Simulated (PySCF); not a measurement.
Compound: C₇H₅ClF₄.
SMILES: `C=C[C@](F)(Cl)C#CCC(F)(F)F`

Torsions of this conformer, `[CH2:1]=[CH:2][C@:3]([F:4])([Cl:5])[C:6]#[C:7][CH2:8][C:9]([F:10])([F:11])[F:12]`: C1–C2–C3–F4 -1°, C7–C8–C9–F10 -178°.

The closed-shell ground state was solved at several levels (PySCF, density fitting, gas phase, non-relativistic). The structure is a single PBE0-D3(BJ)/def2-SVP conformer in the gas phase; no vibrational or solvent corrections.

```tsv
level	basis functions	HOMO (eV)	LUMO (eV)	gap (eV)	dipole (D)
PBE0/def2-SVPD	299	-8.17	-1.29	6.88	0.86
PBE0/pcSseg-1	236	-8.14	-1.18	6.96	0.93
```

Task: Estimate the row for KT2/pcSseg-2, a basis of 509 functions; the other rows only guide the guess.

Result: HOMO -6.93 eV, LUMO -2.21 eV, gap 4.72 eV, dipole 0.90 D.

Task: Over all these levels, which gives the widest orbital gap and which the narrowest?

Result: PBE0/pcSseg-1 (global hybrid, 25 % exact exchange) has the widest, 6.96 eV, and KT2/pcSseg-2 (GGA) the narrowest, 4.72 eV. Functional and basis both differ between the two, so the spread mixes both effects.

Task: How far do the dipole and the HOMO energy spread over the levels?

Result: The dipole runs from 0.86 to 0.93 D (mean 0.90 D) and the HOMO from -8.17 to -6.93 eV.
